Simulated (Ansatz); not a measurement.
`C#[C][Al]([CH3])[F]` + H–F → `[CH3][Al]([F])[F]` + acetylene  (ligand exchange at the Al–C bond)

Program: Ansatz. Geometries: PBE0-D4/def2-TZVP. ΔE: electronic, gas phase. CCSD(T)/CBS is the MP2 limit (def2-TZVPP, def2-QZVPP) plus CCSD(T) − MP2 in def2-TZVPP, frozen cores. This one scheme is used for every species. DFT in def2-TZVPP.

| level | ΔE (eV) |
| --- | --- |
| PBE-D4 | -1.23 |
| PBE0-D4 | -1.23 |
| CAM-B3LYP-D4 | -1.38 |
| revPBE | -1.25 |
| r2SCAN | -1.31 |
| LC-ωPBE | -1.34 |
| CCSD/def2-SVP | -1.39 |
| CCSD/def2-TZVPP | -1.30 |

**Question.** What does CCSD(T)/CBS give? (Estimate.)

**Answer.** Computed: -1.28 eV. The listed levels differ from it by 0.05, 0.05, -0.10, 0.03, -0.03, -0.06, -0.11, -0.02 eV.

Largest T1 diagnostic among the species: 0.013.

Leaving LDA and LC-ωPBE aside and taking each functional with its dispersion term where it has one, the values, not all of them listed here, spread over 0.17 eV, from CAM-B3LYP-D4 to revPBE-D4. The D4 term adds +0.04 eV with B3LYP and +0.03 eV with PBE0; it sums over pairs of atoms, weighted by their polarisabilities, and B3LYP, whose exchange is more repulsive, gets the larger term.

B3LYP here is the variant with VWN-RPA as its local correlation; programs differ in this.
